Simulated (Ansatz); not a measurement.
The same hydrolysis along the group F, Cl, Br.

Isolated molecules relaxed with PBE0-D4/def2-TZVP in Ansatz; ΔE leaves out vibrations. CBS: MP2 limit from def2 TZ/QZ plus the TZ coupled-cluster correction, frozen cores. This one scheme is used for every species. For Br outer-core shells are correlated without core-valence functions, which leaves a few kJ/mol of doubt a bond. Scalar relativity is left out up to krypton. Each species was taken in one conformer, which may not be the lowest.

```tsv
reaction	MP2/CBS(def2) (eV)	CCSD(T)/CBS(def2) (eV)
`OBCF` + H₂O → `OBO` + `CF`	-1.45	-1.43
`OBCCl` + H₂O → `OBO` + `CCl`	-1.21	-1.21
`OBCBr` + H₂O → `OBO` + `CBr`	-1.28	-1.28
```

Largest T1 diagnostic: 0.013, for `OBO`.
